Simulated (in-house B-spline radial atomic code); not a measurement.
A run on an ion of nuclear charge 58 with 58.5 electrons that did not converge. Method: scalar-relativistic (X2C) PBE0, spin-polarised, spherical fractional occupations, Fermi nucleus of rms radius 4.8771 fm; computed with an all-electron radial atomic-structure program (B-spline basis).

Command:
```bash
python run_scf.py task.json out
```
Settings (nuclear radius in fm, mass in u):
```
Z                58
configuration    [Xe] 4f1.5 5d1 6s2
hamiltonian      x2c
method           pbe0
spin_polarised   True
nucleus          fermi
rms_radius       4.8771
atomic_mass      139.90545
speed_of_light   137.035999084
```

First and last ten iterations of the last attempt (damped for 15 steps, keeping 80 % of the old Fock matrix, then DIIS):
```
 iter        energy (Eh)    residual
    1       -8851.822871    4.77e-01
    2       -8852.835827    4.06e-01
    3       -8856.193199    2.60e-01
    4       -8857.847924    1.61e-01
    5       -8858.631232    9.70e-02
    6       -8858.987563    5.65e-02
    7       -8859.143542    3.35e-02
    8       -8859.209394    2.02e-02
    9       -8859.236327    1.38e-02
   10       -8859.247101    9.93e-03
  111       -8859.254094    3.11e-03
  112       -8858.541155    6.95e-02
  113       -8858.543317    6.94e-02
  114       -8858.540201    6.96e-02
  115       -8858.540597    6.96e-02
  116       -8858.544662    6.93e-02
  117       -8858.544516    6.93e-02
  118       -8858.544993    6.92e-02
  119       -8858.579146    6.67e-02
  120       -8858.578220    6.67e-02
 not converged after 120 iterations
```

The smallest residual met was 1.2e-03; the threshold is about 6e-07. No energy from this run should be used. The likely cause: this method binds the added charge weakly or not at all at the basis-set limit, so charge moves back and forth between the atom and the box. Run time, properties included: 5 s on 1 thread of Arm Neoverse V1 (shared host).
